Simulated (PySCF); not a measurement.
Frontier levels across methods

Compound: C4H5BO2.
Atom-mapped SMILES: `[CH2:1]=[CH:2][C:3]#[C:4][B:5]([OH:6])[OH:7]` (hydrogens: H8, H9 on C1; H10 on C2; H11 on O6; H12 on O7)

Cartesian coordinates in Å at the PBE0-D3(BJ)/def2-SVP level; atoms count from 1:
```xyz
12
C4H5BO2 angstrom
C      2.972    0.280   -0.499
C      1.964    0.945    0.087
C      0.639    0.447    0.209
C     -0.509    0.049    0.331
B     -1.953   -0.452    0.478
O     -2.946    0.481    0.493
O     -2.154   -1.796    0.584
H      3.968    0.724   -0.571
H      2.825   -0.717   -0.922
H      2.144    1.945    0.500
H     -3.837    0.129    0.584
H     -3.072   -2.065    0.673
```

Basis pcSseg-1 throughout (PySCF), one geometry. The structure is a single PBE0-D3(BJ)/def2-SVP conformer in the gas phase; no vibrational or solvent corrections.

Question: How do the orbital energies, the gap and the dipole change with the method?

Answer: 
```
   method                    kind  HOMO (eV)  LUMO (eV)  gap (eV)  μ (D)  SCF cycles
      KT3                     GGA      -5.95      -2.07      3.88   1.88          17
     BP86                     GGA      -6.06      -2.22      3.84   2.05          16
      LDA                     LDA      -6.16      -2.35      3.81   2.13          16
 mPW1PW91           global hybrid      -7.03      -1.26      5.77   1.97          14
BHandHLYP           global hybrid      -7.87      -0.18      7.69   1.94          14
CAM-B3LYP  range-separated hybrid      -8.21      -0.10      8.11   2.06          14
  LC-wPBE  range-separated hybrid      -9.57       0.97     10.54   2.11          13
```

The HOMO spans 3.62 eV, from KT3 down to LC-wPBE, and the gap runs from 3.81 eV (LDA) to 10.54 eV (LC-wPBE). Over the methods KT3 (0 %), BP86 (0 %), LDA (0 %), mPW1PW91 (25 %), BHandHLYP (50 %), a straight line through the gap against the share of exact exchange rises by 0.77 eV for each 10 % (correlation coefficient 1.000). The dipole ranges from 1.88 D (KT3) to 2.13 D (LDA). This basis has no diffuse functions.
